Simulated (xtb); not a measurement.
H₃BO₃, triplet, from a rough starting geometry (a higher spin typed on purpose: for a closed-shell molecule this is an excited state); GFN2-xTB (xtb 6.7.1).

Input for xtb:
```
$ xtb mol.xyz --gfn 2 --uhf 2 --opt vtight --json

# file mol.xyz
7

O     -1.21757349    -0.95972654    -0.01588556
B     -0.09703798    -0.22240387    -0.04321127
O     -0.23572907     1.18361189     0.14842297
O      1.07285227    -0.91667586    -0.10271562
H     -1.99479503    -0.39324824     0.00153900
H      0.58121506     1.66443310     0.13187423
H      1.85288452    -0.36693811    -0.12827535
```

### Question
What does xtb print? Leave out banner, timings and long lists.

### Answer

```
   ID    Z sym.   atoms
    1    8 O      1, 3, 4
    2    5 B      2
    3    1 H      5-7

           -------------------------------------------------
          |                Calculation Setup                |
           -------------------------------------------------

           -------------------------------------------------
          |                 G F N 2 - x T B                 |
           -------------------------------------------------

          ...................................................
          :                      SETUP                      :
          :.................................................:
          :  # basis functions                  19          :
          :  # atomic orbitals                  19          :
          :  # shells                           11          :
          :  # electrons                        24          :
          :  max. iterations                   250          :
          :  Hamiltonian                  GFN2-xTB          :
          :  restarted?                      false          :
          :  GBSA solvation                  false          :
          :  PC potential                    false          :
          :  electronic temp.          300.0000000     K    :
          :  accuracy                    1.0000000          :
          :  -> integral cutoff          0.2500000E+02      :
          :  -> integral neglect         0.1000000E-07      :
          :  -> SCF convergence          0.1000000E-05 Eh   :
          :  -> wf. convergence          0.1000000E-03 e    :
          :  Broyden damping             0.4000000          :
          :  net charge                          0          :
          :  unpaired electrons                  2          :
          ...................................................

 iter      E             dE          RMSdq      gap      omega  full diag
   1    -14.7894441 -0.147894E+02  0.977E+00    4.67       0.0  T
   2    -14.7670841  0.223600E-01  0.606E+00    4.30       1.0  T
   3    -14.6747745  0.923096E-01  0.530E+00    3.77       1.0  T
   4    -14.7413950 -0.666205E-01  0.344E+00    3.89       1.0  T
   5    -14.7982913 -0.568963E-01  0.162E+00    3.78       1.0  T
   6    -14.7825733  0.157180E-01  0.218E+00    3.80       1.0  T
   7    -14.7943414 -0.117681E-01  0.169E+00    3.75       1.0  T
   8    -14.7898272  0.451425E-02  0.186E+00    3.66       1.0  T
   9    -14.8108138 -0.209866E-01  0.783E-01    3.71       1.0  T
[...]
 * total energy  :   -14.8332255 Eh     change       -0.1965647E-03 Eh
 * total energy  :   -14.8332853 Eh     change       -0.5978272E-04 Eh
 * total energy  :   -14.8333060 Eh     change       -0.2062780E-04 Eh
 * total energy  :   -14.8333278 Eh     change       -0.2184717E-04 Eh
 * total energy  :   -14.8333435 Eh     change       -0.1569772E-04 Eh
 * total energy  :   -14.8333521 Eh     change       -0.8606821E-05 Eh
 * total energy  :   -14.8333562 Eh     change       -0.4048823E-05 Eh
 * total energy  :   -14.8333585 Eh     change       -0.2361504E-05 Eh
 * total energy  :   -14.8333594 Eh     change       -0.9062455E-06 Eh
 * total energy  :   -14.8333598 Eh     change       -0.3332269E-06 Eh
 * total energy  :   -14.8333600 Eh     change       -0.2302375E-06 Eh
 * total energy  :   -14.8333600 Eh     change       -0.4668303E-07 Eh
   *** GEOMETRY OPTIMIZATION CONVERGED AFTER 35 ITERATIONS ***
         :: total energy             -14.833360039574 Eh    ::
[...]
     1   8 O        1.573    -0.402    20.943     6.175
     2   5 B        2.326     0.360    23.963     9.471
     3   8 O        1.583    -0.422    21.316     6.230
     4   8 O        1.589    -0.473    22.357     6.381
     5   1 H        0.805     0.321     0.660     1.276
     6   1 H        0.805     0.318     0.669     1.285
     7   1 H        0.806     0.297     0.729     1.341

 Mol. C6AA /au·bohr⁶  :        445.695583
 Mol. C8AA /au·bohr⁸  :      10210.041164
 Mol. α(0) /au        :         32.158602

Wiberg/Mayer (AO) data.
largest (>0.10) Wiberg bond orders for each atom

 ---------------------------------------------------------------------------
     #   Z sym  total        # sym  WBO       # sym  WBO       # sym  WBO
 ---------------------------------------------------------------------------
     1   8 O    2.016 --     5 H    0.880     2 B    0.725     3 O    0.276
                             4 O    0.132
     2   5 B    2.501 --     4 O    0.971     3 O    0.772     1 O    0.725
     3   8 O    2.080 --     6 H    0.872     2 B    0.772     1 O    0.276
                             4 O    0.148
     4   8 O    2.156 --     2 B    0.971     7 H    0.895     3 O    0.148
                             1 O    0.132
     5   1 H    0.897 --     1 O    0.880
     6   1 H    0.898 --     3 O    0.872
     7   1 H    0.912 --     4 O    0.895
 ---------------------------------------------------------------------------

Topologies differ in total number of bonds
Writing topology from bond orders to xtbtopo.mol

molecular dipole:
                 x           y           z       tot (Debye)
 q only:       -0.079      -0.001      -0.216
   full:       -0.074       0.087       0.150       0.479
molecular quadrupole (traceless):
                xx          xy          yy          xz          yz          zz
 q only:        2.381      -1.527      -1.451      -1.233       3.222      -0.930
  q+dip:        3.538      -2.001      -1.609      -1.495       3.970      -1.928
   full:        3.719      -1.950      -1.175      -1.604       3.930      -2.544

optimized geometry written to: xtbopt.xyz

           -------------------------------------------------
          | TOTAL ENERGY              -14.833360039574 Eh   |
          | GRADIENT NORM               0.000066137370 Eh/α |
          | HOMO-LUMO GAP               8.591530963551 eV   |
           -------------------------------------------------

normal termination of xtb
```
